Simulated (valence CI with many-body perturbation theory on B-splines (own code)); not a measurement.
# Co13+ in brief

Method: valence CI with perturbative core correlation (CI+MBPT): four valence electrons over a frozen Dirac-Fock core [Ne], a basis of 11 s, 11 p, 9 d, 7 f, 5 g, 2 h, 1 i functions for each j, with the one-electron correlation potential Σ1, the two-electron term Σ2, the three-electron term Σ3, Breit, model QED; selected CI, second order for the rest (own B-spline code, finite nucleus).

No measured spectrum was set against this ion. As an estimate, levels of excited configurations hold to 0.05 to 0.15 % of their energy, terms of the ground configuration to about 0.5 %.

Rates and lifetimes use the calculated energies. Strong lines usually hold to 10 to 20 %, long lifetimes can be off by a factor of two.

What is the ground level?

3s²3p² ³P_0, composition 93 % 3s²3p² ³P + 4 % 3s²3p² ¹S.

Where does the other parity begin?

At 3s3p³ ⁵S°_2, 233980 cm⁻¹.

What is the ionisation energy?

409.37 eV; NIST lists 410 ± 1 eV (semi-empirical).

Name the longest-lived excited levels whose lifetime is computed, and their main decay.

3s²3p² ³P_2 at 22686 cm⁻¹ lives 65.5 ms, mostly by M1 to 3s²3p² ³P_1; 3s²3p² ³P_1 at 11843 cm⁻¹ lives 34.9 ms, mostly by M1 to 3s²3p² ³P_0; 3s²3p² ¹D_2 at 55027 cm⁻¹ lives 3.71 ms, mostly by M1 to 3s²3p² ³P_2. The lifetime of 3s²3p3d ³F°_4 is too uncertain to give, and may be longer.

How well does LS coupling describe the low levels?

Among the lowest 20 levels the leading LS term, summed over configurations, holds 89 % on average. For single configurations the figures are 81 % in LS and 66 % in jj coupling. Terms mix most in the J = 2 level at 520890 cm⁻¹, where the leading one holds 50 %.
